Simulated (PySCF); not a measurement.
**Ionisation energy of Cr¹³⁺ by level of theory**

Cr¹³⁺ [Ne] 3s1 (2S) → Cr¹⁴⁺ [Ne] (1S), as a difference of total energies. All numbers are calculated (PySCF 2.14, the non-relativistic Hamiltonian (point nucleus), in an uncontracted even-tempered set (17 s from 0.81 bohr⁻², ratio 2.5; 11 p from 1.1 bohr⁻², ratio 2.5; 5 d from 4.4 bohr⁻², ratio 2.7; 4 f from 6.6 bohr⁻², ratio 2.7)). Correlated levels: outer shells: 1s2 frozen; virtual orbitals above 40 to 60 times the deepest correlated orbital energy dropped. The calculations carry no spin-orbit coupling.

```csv
method,ionisation energy (eV)
UHF,381.10
LDA,382.73
PBE,383.28
PBE0,382.83
TPSSh,382.36
BHandHLYP,383.13
SCS-MP2 (outer shells),381.56
```

Estimate what r2SCAN gives.

381.31 eV, closest to UHF among the rows shown.

Estimate what MP2 (outer shells) gives.

381.67 eV, closest to SCS-MP2 (outer shells) among the rows shown.

These non-relativistic numbers lack the scalar-relativistic shift.

For comparison: 384.16 eV (semi-empirical (NIST evaluation); NIST Atomic Spectra Database, ionization energies).
